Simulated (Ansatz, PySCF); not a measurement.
Species: NO₂, charge 0, multiplicity 2. SMILES: [O][N][O]
Coordinates optimised at B3LYP-D3(BJ)/def2-TZVP (Ansatz, a program for electronic structure):
```
N
O 1 1.1906
O 1 1.1906 2 134.41
```
Charge 0, spin multiplicity 2.

Wanted: atomisation energy, in kcal/mol. Terms: spin-orbit terms left out; 6-311+G** with 5d; atomisation electronic, to ground-state atoms; non-relativistic; open shells spin-unrestricted; no dispersion term unless named; 6-31G* and kin with 6d, 5d where marked. First-principles rows: single points at B3LYP-D3(BJ) geometries (Ansatz). A UHF reference is markedly spin-contaminated in at least one set, which strains HF and MP2.

```json
[
 {"level": "HF/6-31G*", "program": "Ansatz", "atomisation energy (kcal/mol)": "47.4"},
 {"level": "SVWN5/6-31G*", "program": "Ansatz", "atomisation energy (kcal/mol)": "321.4"},
 {"level": "PBE/6-311+G**", "program": "Ansatz", "atomisation energy (kcal/mol)": "263.5"},
 {"level": "B3LYP/STO-3G", "program": "Ansatz", "atomisation energy (kcal/mol)": "175.4"},
 {"level": "B3LYP/6-31G*", "program": "Ansatz", "atomisation energy (kcal/mol)": "229.7"},
 {"level": "PBE0/6-311+G**", "program": "Ansatz", "atomisation energy (kcal/mol)": "227.1"},
 {"level": "M06-2X/6-311+G**", "program": "PySCF", "atomisation energy (kcal/mol)": "215.7"},
 {"level": "wB97X-V/def2-TZVPD", "program": "Ansatz", "atomisation energy (kcal/mol)": "233.4"}
]
```

No value to compare with is used here. The 7 habitual levels span 47.4 (HF/6-31G*) to 321.4 kcal/mol (SVWN5/6-31G*); wB97X-V/def2-TZVPD gives 233.4.

The levels are drawn from those run, B3LYP/6-31G* more often than the rest, none by its result; left out are runs that failed, that the program found above a lower state of the same kind, or whose <S^2> lies over 0.5 above the pure value.
